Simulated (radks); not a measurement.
Results of a calculation; reference values are marked as such.
Valence configurations of Mo+ (all share [Kr]). Level of theory: scalar-relativistic Kohn-Sham, PBE, spin-polarised, spherical densities, finite nucleus; open shells are filled with parallel spins first (spin-orbit coupling, left out, can overturn this in heavy ions); Fermi nuclear charge, rms radius 4.4091 fm (a radial shooting solver on a logarithmic mesh with Libxc functionals). Energies are relative to 4d5; eigenvalues in eV for spin up.

| valence | E (eV) | moment (Bohr magnetons) | e(4d) | e(5p) | e(5s) |
|---|---|---|---|---|---|
| 4d5 | 0.000 | 5 | -11.424 | - | - |
| 4d4 5s1 | 1.561 | 5 | -13.814 | - | -11.690 |
| 4d4.5 5p0.5 | 2.808 | 5 | -13.138 | -7.033 | - |
| 4d3 5s2 | 6.077 | 3 | -16.271 | - | -12.576 |
| 4d4 5s0.5 5p0.5 | 3.825 | 5 | -14.353 | -7.487 | -12.035 |
| 4d3 5p2 | 14.207 | 5 | -18.378 | -9.255 | - |
| 4d4.5 5s0.5 | 0.642 | 5 | -12.594 | - | -11.039 |
| 4d4 5p1 | 6.108 | 5 | -14.877 | -7.786 | - |
| 4d3.5 5s0.5 5p1 | 7.511 | 5 | -16.123 | -8.245 | -13.018 |
| 4d3.5 5s1.5 | 3.791 | 4 | -15.036 | - | -12.159 |

NIST lists [Kr] 4d5 as the ground configuration; this level of theory agrees among the configurations tried. The energies are those of spherical high-spin densities, not of single terms.
